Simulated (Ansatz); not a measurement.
The cluster Be2Cl4, relaxed as a singlet with RKS r2SCAN-D4/def2-SVP in Ansatz, starting from the GFN1-xTB geometry. Force threshold 0.02 eV/Å.

The structure comes from a short search, and lower isomers may exist.

Start:

```xyz
6

Be    0.787   -1.068    0.108
Be   -0.796    1.062   -0.101
Cl   -0.500   -0.504   -1.335
Cl   -1.889    2.544   -0.271
Cl    0.486    0.494    1.345
Cl    1.913   -2.528    0.253
```

```csv
step,energy (eV),largest force component (eV/Å),SCF passes
1,-50881.8994,0.457,22
2,-50881.9187,0.218,28
3,-50881.9227,0.091,27
4,-50881.9233,0.011,28
```

Force components are those of the run's own axes.

End:

Cartesian coordinates in Å:
```
Be 0.7879 -1.0557 0.1079
Be -0.7903 1.0540 -0.1065
Cl -0.5077 -0.5192 -1.3723
Cl -1.8824 2.5276 -0.2602
Cl 0.4987 0.5132 1.3779
Cl 1.8938 -2.5200 0.2532
```

By distances, no bond broke or formed. The bond that changes most is Be1–Cl3, from 2.01 to 2.04 Å (atoms count from 1).

No frequencies were taken in this run, so the end may be a saddle point.

Hardware: 4 threads of Arm Neoverse N1 on a shared host. Wall time 16 s.
